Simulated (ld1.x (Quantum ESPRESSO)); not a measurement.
# Logarithmic derivatives: Ce, PAW

```
Element                 : Ce
Generator               : ld1.x (Quantum ESPRESSO) 7.5
Type                    : PAW
Functional              : BP86
Relativity              : scalar-relativistic
Frozen core             : [Kr] 4d10
Valence charge          : 12
Reference configuration : 4f1 5s2 5p6 5d1 6s2 6p0
Partial waves           : 5s (bound): rcut 2.40, rcutus 2.95 bohr; 6s (bound): rcut 2.40, rcutus 2.95 bohr; 5p (bound): rcut 2.60, rcutus 3.50 bohr; 6p (bound, empty): rcut 2.60, rcutus 3.50 bohr; 5d (bound): rcut 3.35, rcutus 4.45 bohr; 5d channel at 3.55 Ry: rcut 3.35, rcutus 4.45 bohr; 4f (bound): rcut 0.90, rcutus 1.05 bohr; 4f channel at 3 Ry: rcut 0.90, rcutus 1.05 bohr
Local potential         : all-electron potential smoothed inside 0.80 bohr (lloc = -1)
Core correction         : Bessel-smoothed model core, default radius (core density twice the valence density)
Augmentation charge     : BESSEL, radius 0.95 bohr
```

The phase is arctan(r·u′/u) with u = r·R(r), unwrapped; energies in Ry, scanned from -5 to 5 Ry. A pole is an energy at which the radial function vanishes at the test radius. The pseudo phase is shifted by a multiple of π to meet the all-electron one at the reference energy, and phase errors are pseudo minus all-electron; the curves can meet again beyond the range given. Levels narrower than the energy grid can be missing from the lists of poles.

```json
{"channel": "s", "radius (bohr)": "4.87", "reference energy (Ry)": "-0.28", "poles, all-electron": "0.11, 2.55", "poles, pseudo": "-0.73, 0.06, 1.60", "unbroken range about the reference energy with phases within 0.05 rad": "-0.6 to 0.3", "phase error 1 Ry above the reference energy (rad)": "-0.722"}
{"channel": "p", "radius (bohr)": "4.87", "reference energy (Ry)": "-0.11", "poles, all-electron": "0.60, 3.21", "poles, pseudo": "-1.82, 0.54, 2.81", "unbroken range about the reference energy with phases within 0.05 rad": "-1.8 to 0.9", "phase error 1 Ry above the reference energy (rad)": "-0.051"}
{"channel": "d", "radius (bohr)": "4.87", "reference energy (Ry)": "-0.23", "poles, all-electron": "-0.14, 1.57, 4.42", "poles, pseudo": "-4.96, -0.14, 1.28, 4.33", "unbroken range about the reference energy with phases within 0.05 rad": "-4.9 to 0.1", "phase error 1 Ry above the reference energy (rad)": "-0.347"}
{"channel": "f", "radius (bohr)": "4.87", "reference energy (Ry)": "-0.40", "poles, all-electron": "1.17, 3.18", "poles, pseudo": "1.17, 3.18", "unbroken range about the reference energy with phases within 0.05 rad": "the whole range", "phase error 1 Ry above the reference energy (rad)": "+0.000"}
```

Note: ghost state, extra bound levels that the all-electron valence spectrum of the same l lacks: d at -67.6 eV (s, p not tested). A true bound ghost makes a file unfit for plane-wave use. Its overlap operator is not positive definite in a basis up to 400 Ry (lowest eigenvalue s -0.42, p -1.92), so the file is unfit for use: the generalised eigenproblem breaks down once the basis is large enough, and its test numbers describe a broken file.

Phases in the s channel:

```
E (Ry)  all-electron  pseudo
 -5.00         1.475   4.617
 -4.74         1.472   4.614
 -4.48         1.469   4.611
 -4.22         1.466   4.608
 -3.96         1.462   4.604
 -3.70         1.458   4.600
 -3.44         1.453   4.595
 -3.18         1.448   4.589
 -2.92         1.443   4.584
 -2.66         1.435   4.576
 -2.40         1.426   4.567
 -2.14         1.415   4.557
 -1.88         1.401   4.543
 -1.62         1.383   4.526
 -1.36         1.358   4.501
 -1.10         1.317   4.464
 -0.84         1.240   4.415
 -0.58         1.013   0.965
 -0.32        -0.602  -0.602
 -0.06        -1.451  -1.466
  0.20        -1.615  -1.654
  0.46        -1.715  -1.829
  0.72        -1.840  -2.596
  0.98        -2.154  -4.368
  1.24        -3.590  -4.603
  1.50        -4.372  -4.689
  1.76        -4.550  -4.745
  2.02        -4.628  -4.795
  2.28        -4.676  -4.856
  2.54        -4.711  -4.957
  2.80        -4.741  -5.232
  3.06        -4.773  -6.600
  3.32        -4.810  -7.471
  3.58        -4.865  -7.654
  3.84        -4.974  -7.730
  4.10        -5.348  -7.772
  4.36        -7.055  -7.801
  4.62        -7.574  -7.823
  4.88        -7.700  -7.840
```
